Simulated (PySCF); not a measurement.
Isomers of CH4BN. All species are isolated molecules in the gas phase. One relaxed conformer stands for each flexible species; it need not be the lowest. Strings in code marks are SMILES.

The T1 excitation (TDA) from two functionals at the same geometries (PBE0-D3(BJ)/def2-TZVP), both in PySCF: PBE-D3(BJ)/def2-TZVP and ωB97X-D3(BJ)/def2-TZVP. Excitations are Tamm–Dancoff values on a coarser integration grid. The basis has no diffuse functions, so Rydberg states are missing or too high.

```json
[
 {"species": "`C=BN`", "PBE-D3(BJ)/def2-TZVP (eV)": "4.34", "ωB97X-D3(BJ)/def2-TZVP (eV)": "4.62"},
 {"species": "`B(C)=N`", "PBE-D3(BJ)/def2-TZVP (eV)": "6.17", "ωB97X-D3(BJ)/def2-TZVP (eV)": "6.65"},
 {"species": "`[H]/B=C/N`", "PBE-D3(BJ)/def2-TZVP (eV)": "1.36", "ωB97X-D3(BJ)/def2-TZVP (eV)": "1.79"},
 {"species": "`BN=C`", "PBE-D3(BJ)/def2-TZVP (eV)": "4.28", "ωB97X-D3(BJ)/def2-TZVP (eV)": "4.40"}
]
```

Over these rows, drawn at random from the members with no instability flagged (it was tested for open shells, ions and some series alone), PBE minus ωB97X-D3(BJ): mean -0.32 eV, from -0.48 eV to -0.11 eV.
